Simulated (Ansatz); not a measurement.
The same path of a periodic cell of 17 atoms, TiSi$_{16}$ (host Si, host structure diamond, interstitial Ti) was run twice with different band settings. Lost on the way: Si1–Ti17, Si2–Ti17, Si6–Ti17, Si10–Ti17. Made: Si5–Ti17, Si9–Ti17, Si13–Ti17, Si14–Ti17.

Computed with Ansatz 0.2.0, DFT PBE-D3(BJ), scalar-relativistic, plane waves, PAW. Settings: PAW set soft_1, cutoff 420 eV, k mesh 2x2x2, gaussian smearing 0.05 eV, no spin polarisation.

Relaxed end points:

```xyz
17
Lattice="0.0000 5.4300 5.4300 5.4300 0.0000 5.4300 5.4300 5.4300 0.0000" Properties=species:S:1:pos:R:3
Si -0.042 -0.040 0.039
Si 1.360 1.362 1.389
Si 2.763 2.764 0.042
Si 4.078 4.077 1.353
Si 2.732 -0.013 2.695
Si 4.038 1.361 4.067
Si 5.387 2.762 2.667
Si 6.790 4.111 4.069
Si -0.014 2.734 2.695
Si 1.360 4.040 4.067
Si 2.762 5.388 2.666
Si 4.110 6.791 4.069
Si 2.732 2.733 5.441
Si 4.073 4.075 6.783
Si 5.415 5.417 5.442
Si 6.789 6.790 6.748
Ti 6.791 6.791 9.498
```

```xyz
17
Lattice="0.0000 5.4300 5.4300 5.4300 0.0000 5.4300 5.4300 5.4300 0.0000" Properties=species:S:1:pos:R:3
Si 0.003 -0.001 0.004
Si 1.344 1.341 1.345
Si 2.716 2.716 0.039
Si 4.090 4.088 1.345
Si 2.718 0.036 2.719
Si 4.092 1.340 4.093
Si 5.396 2.714 2.719
Si 6.744 4.117 4.120
Si 0.038 2.716 2.717
Si 1.344 4.088 4.092
Si 2.716 5.393 2.717
Si 4.118 6.744 4.118
Si 2.718 2.714 5.397
Si 4.120 4.118 6.745
Si 5.431 5.432 5.431
Si 6.745 6.742 6.746
Ti 8.147 8.146 8.147
```

Common settings: climbing image yes; spring 5.0 eV/Å²; optimiser quadratic models (default); force threshold 0.05 eV/Å; end points relaxed.

| run | movable images | start path | iteration limit |
| --- | --- | --- | --- |
| 1 | 5 | IDPP | 34 |
| 2 | 3 | default | 8 |

Question: What does each run give, and how far can it be trusted?

Answer: Run 1: converged after 6 iterations, highest image 1.709 eV above the first end. By the program's own check the climbing image is a first-order saddle point (lowest curvatures found: -4.34 and 0.14 eV/Å²).
Run 2: converged after 7 iterations, highest image 1.709 eV above the first end. Neighbouring images differ by up to 1.2 eV, so the band resolves the path poorly. The order of the stationary point at the top wasn't checked.
Limits of this set-up: coarse k mesh.
